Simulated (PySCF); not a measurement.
## Electronic absorption of C3H12N2Si2

Compound: C3H12N2Si2.
SMILES: `CCCN1[SiH2]N[SiH2]1`

The calculation used PySCF, TDDFT B3LYP/def2-SVPD, vertical, gas phase, core orbitals frozen in the response. Isolated species at its GFN2-xTB geometry (one conformer only). Torsions of this conformer, `[CH3:1][CH2:2][CH2:3][N:4]1[SiH2:5][NH:6][SiH2:7]1`: C1–C2–C3–N4 62°, C2–C3–N4–Si5 64°.

```
state  E (eV)  λ (nm)  ν̃ (cm⁻¹)       f  main configurations (H = HOMO, L = LUMO)
   S1    4.51   274.9      36370  0.0053                                 H→L (99%)
   S2    5.22   237.6      42090  0.0032                               H-1→L (99%)
   S3    5.75   215.6      46390  0.0068                               H→L+1 (94%)
   S4    5.90   210.2      47580  0.0019                               H→L+2 (98%)
   S5    6.31   196.5      50890   0.022                               H→L+3 (90%)
   S6    6.45   192.3      52000  0.0042                               H→L+4 (93%)
   S7    6.48   191.3      52280  0.0078                             H-1→L+1 (90%)
   S8    6.66   186.3      53690  0.0013                             H-1→L+2 (93%)
```

Triplets (Tamm–Dancoff): T1 4.35 eV, H→L (98%); T2 5.01 eV, H-1→L (97%); T3 5.69 eV, H→L+1 (92%).

The lowest singlet comes at 275 nm (435 kJ/mol) in the ultraviolet; it is weak; its leading configuration is HOMO→LUMO (99%). The most intense listed level is S5 at 6.31 eV (197 nm, f = 0.022), 1.80 eV above S1. Löwdin shares by element: HOMO nitrogen 64%, carbon 15% or more (atoms not listed hold the other 21%); LUMO silicon 40%, nitrogen 15% (atoms not listed hold the other 45%). The listed states span 2.15 eV, and the widest gap between neighbours is 0.71 eV (S1 to S2). Weighted by f, the mean energy of these states is 6.02 eV. Of the 8 states listed, 1 reaches f = 0.01 and none stays under 0.0005. The window holds the lowest 8 singlets.
